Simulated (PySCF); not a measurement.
Si(Me)2(OH)(PH2) (C2H9OPSi), SMILES C[Si](C)(O)P.

Geometry optimised at PBE-D3(BJ)/def2-SVP. Other conformers were not sampled.

Level of theory: PBE-D3(BJ)/def2-SVP in PySCF.

Frequencies are harmonic and unscaled.

| mode | ν (cm⁻¹) | IR (km/mol) | moving atoms (share of kinetic energy) |
|---|---|---|---|
| 1 | 93 | 38.3 | H 87 %, C 9 % |
| 2 | 124 | 31.8 | H 91 % |
| 3 | 149 | 0.2 | H 66 %, C 13 %, P 10 % |
| 4 | 157 | 11.6 | H 44 %, C 25 %, P 16 %, Si 8 % |
| 5 | 160 | 5.4 | H 76 %, C 9 % |
| 6 | 169 | 0.3 | H 71 %, O 12 %, C 11 % |
| 7 | 209 | 2.1 | H 36 %, C 33 %, Si 18 %, O 10 % |
| 8 | 232 | 8.5 | O 28 %, P 26 %, H 25 %, C 14 % |
| 9 | 256 | 27.3 | O 43 %, H 20 %, C 19 %, Si 16 % |
| 10 | 421 | 14.6 | P 37 %, Si 33 %, H 17 %, C 11 % |
| 11 | 600 | 10.6 | H 80 %, C 12 % |
| 12 | 621 | 9.8 | H 50 %, C 36 %, Si 8 % |
| 13 | 661 | 9.0 | H 59 %, C 30 %, Si 9 % |
| 14 | 664 | 56.8 | H 67 %, C 14 %, Si 10 % |
| 15 | 719 | 20.3 | H 78 %, C 19 % |
| 16 | 754 | 24.6 | H 70 %, C 16 %, O 12 % |
| 17 | 771 | 69.5 | H 48 %, Si 29 %, C 18 % |
| 18 | 780 | 109.2 | H 53 %, O 22 %, C 13 %, Si 11 % |
| 19 | 842 | 181.9 | H 55 %, Si 20 %, C 15 %, O 9 % |
| 20 | 897 | 71.2 | H 41 %, Si 35 %, O 18 % |
| 21 | 1045 | 16.0 | H 97 % |
| 22 | 1211 | 33.1 | H 77 %, C 22 % |
| 23 | 1217 | 18.5 | H 79 %, C 21 % |
| 24 | 1375 | 1.2 | H 96 % |
| 25 | 1375 | 1.1 | H 96 % |
| 26 | 1383 | 4.1 | H 96 % |
| 27 | 1389 | 6.2 | H 96 % |
| 28 | 2304 | 39.5 | H 97 % |
| 29 | 2323 | 51.9 | H 97 % |
| 30 | 2965 | 4.9 | H 97 % |
| 31 | 2969 | 3.9 | H 97 % |
| 32 | 3058 | 4.9 | H 91 %, C 9 % |
| 33 | 3062 | 8.6 | H 91 %, C 9 % |
| 34 | 3078 | 3.2 | H 91 %, C 9 % |
| 35 | 3079 | 2.9 | H 91 %, C 9 % |
| 36 | 3756 | 49.7 | H 94 % |
